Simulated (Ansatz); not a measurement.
`F[CH2][AlH][F]` + HI → `F[CH2][AlH][I]` + H–F at 500 K and 1 bar (ligand exchange at the Al–F bond).

Calculated with Ansatz (gas phase, PBE0-D4/def2-TZVP geometries, no zero-point term in ΔE). CBS: MP2 limit from def2 TZ/QZ plus the TZ coupled-cluster correction, frozen cores. This one scheme is used for every species. Elements past krypton have def2 core potentials. For I outer-core shells are correlated without core-valence functions, which leaves a few kJ/mol of doubt a bond. One conformer a species, not always the lowest.

```csv
species,CCSD(T)/CBS energy (Eh),H − E (kJ/mol),S (J/(mol·K))
`F[CH2][AlH][F]`,-481.50843,135.8,364.9
HI,-298.03592,28.6,221.6
`F[CH2][AlH][I]`,-679.13942,133.9,397.6
H–F,-100.39570,39.4,188.7
```

H − E and S are ideal-gas, rigid-rotor, harmonic terms from PBE0-D4/def2-TZVP, for one conformer and one mirror image of each species. 1 Eh = 2625.50 kJ/mol, R = 8.31446 J/(mol·K).

Problem. By hand: ΔE, ΔH, ΔS and ΔG.

Solution. ΔE = (-679.13942) + (-100.39570) − (-481.50843) − (-298.03592) = 0.00923 Eh = 24.2 kJ/mol. Δ(H − E) = 133.9 + 39.4 − 135.8 − 28.6 = 8.9, so ΔH = 33.1 kJ/mol. ΔS = 397.6 + 188.7 − 364.9 − 221.6 = -0.2 J/(mol·K). ΔG = 33.1 − 500 × (-0.2)/1000 = 33.2 kJ/mol.

Problem. By hand: the equilibrium constant, and the temperature at which ΔG would vanish if ΔH and ΔS stayed fixed.

Solution. log₁₀ K = −ΔG/(RT ln 10) = -3.5. ΔH and −TΔS have one sign here, so there is no such temperature. One of them is within its doubt of zero, so this could turn.

The number of gas molecules stays the same, so ΔS is small and ΔH decides. A doubt of 5 kJ/mol in ΔE shifts log₁₀ K by 0.5 here. Other conformers and mirror images would add mixing entropy, several J/(mol·K) or more a flexible species. These are equilibria of isolated gas molecules and say nothing of rates. Largest T1 diagnostic: 0.012 (customary marks: 0.02 for closed shells, 0.045 for open ones).
